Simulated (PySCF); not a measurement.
C5H12N2Si.
Structure used (PBE0-D3(BJ)/def2-SVP), in Å, numbered top down from 1:
```xyz
20
C5H12N2Si angstrom
C      3.1071   -0.1276   -1.2866
N      1.9193   -0.5279   -1.1398
C      1.1378    0.0142   -0.0561
C      0.5628   -1.1103    0.8338
C     -0.9405   -1.1001    0.5543
N     -1.2033    0.2862    0.2285
Si    -2.7496    1.0587    0.3309
C     -0.1163    0.7271   -0.6155
H      3.5825    0.6230   -0.6221
H      3.7188   -0.5267   -2.1084
H      1.7337    0.7191    0.5575
H      1.0365   -2.0743    0.6013
H      0.7541   -0.8781    1.8913
H     -1.1731   -1.7794   -0.2920
H     -1.5428   -1.4278    1.4163
H     -2.5213    2.5355    0.3678
H     -3.6918    0.7788   -0.8071
H     -3.4115    0.5884    1.5857
H     -0.0169    1.8241   -0.6048
H     -0.2342    0.4073   -1.6709
```

Computed with PySCF at PBE0/pcSseg-1, non-relativistic, on one gas-phase PBE0-D3(BJ)/def2-SVP geometry that isn't relaxed in the solvent. The solvent is an IEF-PCM continuum (Bondi radii, 1.10 Å for H, scaled by 1.2). Specific hydrogen bonds and non-electrostatic terms are outside this model.

| run | E − E(gas) (kcal/mol) | HOMO (eV) | HOMO–LUMO gap (eV) | dipole (D) |
| --- | --- | --- | --- | --- |
| gas | 0.00 | -6.37 | 6.04 | 1.74 |
| P | -3.73 | -6.35 | 6.11 | 2.33 |
| Q | -2.63 | -6.33 | 6.09 | 2.14 |

The runs were made in chloroform and methanol. Which run belongs to which solvent?

P = methanol, Q = chloroform. The dielectric constants are 4.711 (chloroform), 32.61 (methanol), and the energy falls further as ε rises. In this model the ground state sees the solvent through ε alone.

How constant is the ratio of the lowering to (ε − 1)/(2ε + 1)?

```json
{"solvent": "chloroform", "(ε − 1)/(2ε + 1)": "0.356", "E − E(gas) (kcal/mol)": "-2.63", "ratio (kcal/mol)": "-7.4", "polarisation term (kcal/mol)": "-2.93"}
{"solvent": "methanol", "(ε − 1)/(2ε + 1)": "0.477", "E − E(gas) (kcal/mol)": "-3.73", "ratio (kcal/mol)": "-7.8", "polarisation term (kcal/mol)": "-4.36"}
```

The ratio changes by +5.7 % in size from chloroform to methanol. The polarisation term is half the interaction of the solute with the induced surface charges.
